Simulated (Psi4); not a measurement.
CH3Cl3Si, charge -1, doublet, geometry from GFN2-xTB (a state made from the parent by changing its charge; the spin is typed, not shown lowest) (a gas-phase anion, which may not be bound at this level). Base run: M06-2X/6-31G in Psi4.

The Psi4 input:
```
memory 2 GB

molecule {
-1 2
  C    -1.88086609   -0.24439940    0.19810488
  Si   -0.03103582    0.22941078    0.24173562
  Cl    0.94280005   -0.93243123   -1.17927851
  Cl   -0.31054700    2.07327251   -1.15476151
  Cl    0.45531735   -1.18432133    2.03091734
  H    -2.02275001   -1.28867211    0.46708769
  H    -2.44430575    0.35993545    0.90406427
  H    -2.30194304   -0.07745725   -0.79099435
}

set basis 6-31g
set reference uks

energy('m06-2x')
print_variables()
```

Each row names what was changed in the base input (with any setting that the change needs).

```csv
change,ΔE vs base (eV),point group used,SCF cycles
base,0.00,c1,9
"molecule keys = symmetry c1, no_reorient, no_com",0.00,c1,9
molecule keys = no_reorient,0.00,c1,9
jitter_ang = 0.002,0.01,c1,9
molecule keys = symmetry c1,0.00,c1,9
```

Open shells are given as the SCF converged; they aren't shown to be the lowest states, and a large step between rows can be another state.

A gas-phase anion may not be bound at this level; its values then depend on the basis.
